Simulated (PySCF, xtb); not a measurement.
Pt(OH)3 (H3O3Pt), SMILES [OH][Pt]([OH])[OH] (connectivity only; charge and spin as stated), neutral, multiplicity 4. One conformer was computed; it need not be the lowest.

Harmonic wavenumbers (cm⁻¹) from GFN2-xTB (xtb) at its own minimum, in rising order: 73, 115, 121, 195, 247, 277, 354, 472, 474, 572, 612, 637, 3597, 3601, 3617.

Problem. What does PBE-D3(BJ)/def2-SVP (PySCF) give at its own minimum? (The exact figures need the calculation; the answer reports its results.)

Solution. 146, 149, 190, 281, 320, 377, 460, 603, 636, 714, 749, 758, 3599, 3680, 3684. Paired by order, the mean absolute difference is 92 cm⁻¹ and the zero-point energies are 21.4 and 23.4 kcal/mol.
